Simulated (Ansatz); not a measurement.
Input for Ansatz (a quantum-chemistry and plane-wave program): U-B3LYP-D3(BJ)/def2-TZVP on O2 (SMILES O=O).

Ansatz 0.2 input:
```yaml
crystal:
  periodic: [false, false, false]
  atoms:
    - {symbol: O, position_ang: [0.47470000, -0.21870000, -0.30460000]}
    - {symbol: O, position_ang: [-0.47470000, 0.21870000, 0.30460000]}
basis:
  gaussian:
    orbitals: def2-TZVP
hamiltonian:
  xc: b3lyp
  dispersion: d3bj
magnetization: {spin_polarized: true, initial_magnetization: 2}
relax: {f_tol: 0.004, max_steps: 120}
```

Output:

```
WARN ansatz: RAYON_NUM_THREADS=4 ignored (pool sized by the plan → 4); use --threads N
Functional definition: B3LYP
integrals: 0.01 GiB planned
302 factors; their error is unknown
mean field: 0.14 GiB planned
mean field evaluation 1: about -4091.8284 eV, gradient 1.3e1 eV
mean field evaluation 2: about -4092.0990 eV, gradient 8.3e0 eV
mean field evaluation 4: about -4092.2984 eV, gradient 3.0e-1 eV
mean field evaluation 8: about -4092.3125 eV, gradient 9.2e-4 eV
mean field -4092.31248338 eV, -150.3897098951 hartree, gradient 1.9e-5 eV, S^2 2.008964; 0 other end points of the search recorded, 0 dependent functions left out
the calculation of the forces begins
reference -4092.31261461 eV, -150.3897147179 hartree; 9, 7 occupied and 53, 55 virtual orbitals, 302 factors
relax step   1: F+E_penalty+E_count = -4092.32487840 eV  Δ(F+E_penalty+E_count) = +0.000e0 eV  max|allowed force component| = 3.399e-1 eV/Å  Δτ_max = 0.0000 Å  (26 SCF iters, accepted)
these checks for a lower state are left out or cut short: starts, cluster_reference, orbital_swaps, neighbouring_geometries, increment
integrals: 0.01 GiB planned
302 factors; their error is unknown
mean field: 0.14 GiB planned
mean field evaluation 16: about -4092.2997 eV, gradient 3.8e-4 eV
mean field -4092.31363410 eV, -150.3897521834 hartree, gradient 1.8e-5 eV, S^2 2.008904; 0 other end points of the search recorded, 0 dependent functions left out
the calculation of the forces begins
reference -4092.31376529 eV, -150.3897570047 hartree; 9, 7 occupied and 53, 55 virtual orbitals, 302 factors
relax step   2: F+E_penalty+E_count = -4092.32602938 eV  Δ(F+E_penalty+E_count) = -1.151e-3 eV  max|allowed force component| = 8.262e-2 eV/Å  Δτ_max = 0.0021 Å  (30 SCF iters, accepted)
these checks for a lower state are left out or cut short: starts, cluster_reference, orbital_swaps, neighbouring_geometries, increment
integrals: 0.01 GiB planned
302 factors; their error is unknown
mean field: 0.14 GiB planned
mean field -4092.31370483 eV, -150.3897547828 hartree, gradient 1.8e-5 eV, S^2 2.008885; 0 other end points of the search recorded, 0 dependent functions left out
the calculation of the forces begins
reference -4092.31383601 eV, -150.3897596036 hartree; 9, 7 occupied and 53, 55 virtual orbitals, 302 factors
relax step   3: F+E_penalty+E_count = -4092.32610020 eV  Δ(F+E_penalty+E_count) = -7.082e-5 eV  max|allowed force component| = 1.210e-3 eV/Å  Δτ_max = 0.0007 Å  (30 SCF iters, accepted)
integrals: 0.01 GiB planned
302 factors; their error is unknown
mean field: 0.14 GiB planned
mean field evaluation 32: about -4092.3137 eV, gradient 5.1e-5 eV
mean field -4092.31370483 eV, -150.3897547828 hartree, gradient 5.1e-5 eV, S^2 2.008885; 1 other end points of the search recorded, 0 dependent functions left out
the calculation of the forces begins
reference -4092.31383601 eV, -150.3897596036 hartree; 9, 7 occupied and 53, 55 virtual orbitals, 302 factors
Total energy: -4092.32623138 eV, -150.3902151249 hartree
Atom 0 at     0.472493    -0.217683    -0.303184 Å, force     0.001210    -0.000557    -0.000776 eV/Å
Atom 1 at    -0.472493     0.217683     0.303184 Å, force    -0.001210     0.000557     0.000776 eV/Å
Dipole moment:     0.000000    -0.000000    -0.000000 e Å
```

Self-consistency was reached.

Cost: roughly 4 core-seconds.
